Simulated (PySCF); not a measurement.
Ligand exchange on a metal centre used in film growth or etching (W F-OH). Isolated molecules, 0 K electronic values unless said otherwise. One relaxed conformer stands for each flexible species; it need not be the lowest. In the def2 sets, heavy atoms carry core potentials. All members: neutral, multiplicity 1. Level: TPSSh-D3(BJ)/def2-TZVP // TPSS-D3(BJ)/def2-SVP (PySCF), beside PBE-D3(BJ)/def2-TZVP // TPSS-D3(BJ)/def2-SVP (PySCF) at the same geometries.  Orbital energies are measured against the vacuum level.

| species | HOMO, PBE (eV) | HOMO, TPSSh-D3(BJ) (eV) |
|---|---|---|
| [W(F)6] | -10.65 | -11.63 |
| [W(F)5(OH)] | -9.51 | -10.40 |
| [W(F)4(OH)2] | -8.78 | withheld |
| [W(F)3(OH)3] | -8.01 | -8.83 |
| [W(F)(OH)5] | -7.33 | -8.09 |
| [W(OH)6] | -7.08 | -7.85 |

**Question.** Fit y = a + b·x, y being the HOMO at the first level, to the 5 complete rows by least squares, with x = the PBE value in eV. Give a, b and the rms residual, and predict the withheld value.

**Answer.** Means of the 5 rows: x̄ = -8.516, ȳ = -9.36 eV. Σ(x − x̄)² = 9.2667 and Σ(x − x̄)(y − ȳ) = 9.8207, so b = 1.060 and a = ȳ − b·x̄ = -0.333 eV. The rms residual is 0.011 eV. At x = -8.78 the line gives -9.64 eV. The run for [W(F)4(OH)2] gave -9.63 eV, so the line is off by 0.01 eV, within twice the rms residual.

Codes: PySCF.
